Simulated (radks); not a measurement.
The nuclear charge of neutral zirconium is varied continuously with 40 electrons held in [Kr] 4d2 5s2. All-electron calculation, scalar-relativistic Kohn-Sham, LDA (Slater exchange, Perdew-Wang correlation), spin-polarised, spherical densities, finite nucleus; open shells are filled with parallel spins first (spin-orbit coupling, left out, can overturn this in heavy ions); Fermi nuclear charge, rms radius 4.2694 fm. Program: a radial shooting solver on a logarithmic mesh with Libxc functionals. By the Hellmann-Feynman theorem dE/dZ = E(electron-nucleus)/Z, the electronic potential at the nucleus (averaged over a nucleus of fixed radius). The scalar-relativistic energy here is not variational (the density holds large components alone), so the two differ by a part that grows with Z.

Z	E (hartree)	E(electron-nucleus)/Z (hartree)	HOMO	e(HOMO) (eV)	<r> HOMO (bohr)
39.8	-3551.33693	-215.009	4d	-2.507	2.403
40	-3594.57499	-216.483	4d	-4.146	2.263
40.2	-3638.10937	-217.956	5s	-5.525	3.640
40.4	-3681.93975	-219.427	5s	-6.903	3.505
40.6	-3726.06589	-220.897	5s	-8.364	3.383
40.8	-3770.48762	-222.366	5s	-9.904	3.273
41	-3815.20485	-223.835	5s	-11.519	3.173

The central difference of E at Z = 40 is -216.931 hartree, to compare with the third column; the second derivative is -7.41 hartree.
